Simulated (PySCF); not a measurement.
# Potential energy of GeBr⁺ along the bond

Set-up: Ge pcseg-1, Br pcseg-1; no relativity (PySCF 2.14). Energies in eV from Ge⁺ + Br in their ground configurations at the same level. State: ¹Σ⁺ (singlet), closed shell.

All columns are r²SCAN. A positive dipole points towards Br; it is taken about the centre of mass and depends on that origin.

| R (Å) | E (eV) | μ (D) | Mulliken charge on Ge (basis-dependent) | HOMO (eV) | LUMO (eV) | Mayer bond order | ⟨S²⟩ |
| --- | --- | --- | --- | --- | --- | --- | --- |
| 1.925 | -2.979 | -1.43 | 0.83 | -14.59 | -9.72 | 1.84 | 0.00 |
| 2.014 | -3.750 | -2.03 | 0.88 | -14.73 | -9.89 | 1.78 | 0.00 |
| 2.104 | -4.170 | -2.63 | 0.93 | -14.83 | -10.05 | 1.73 | 0.00 |
| 2.171 | -4.318 | -3.08 | 0.95 | -14.86 | -10.16 | 1.70 | 0.00 |
| 2.238 | -4.359 | -3.51 | 0.97 | -14.69 | -10.28 | 1.68 | 0.00 |
| 2.305 | -4.318 | -3.93 | 0.99 | -14.43 | -10.38 | 1.65 | 0.00 |
| 2.395 | -4.171 | -4.47 | 1.00 | -14.11 | -10.52 | 1.63 | 0.00 |
| 2.507 | -3.888 | -5.11 | 1.01 | -13.74 | -10.67 | 1.61 | 0.00 |
| 2.641 | -3.466 | -5.80 | 1.01 | -13.36 | -10.84 | 1.59 | 0.00 |
| 2.820 | -2.851 | -6.62 | 1.01 | -12.95 | -11.02 | 1.58 | 0.00 |

A fit through these points gives, at Re = 2.235 Å, μ = -3.49 D and dμ/dR = -6.39 D/Å; the reduced mass is 38.17 u.

How strong is the fundamental in the double-harmonic approximation, I = 42.26·(dμ/dR)²/μred km/mol?

I = 42.26·(-6.39)²/38.17 = 45.2 km/mol at r²SCAN.

For an ion De counts to the pair picked by the measured ionisation energies or electron affinities, which need not be the lowest pair at this level.
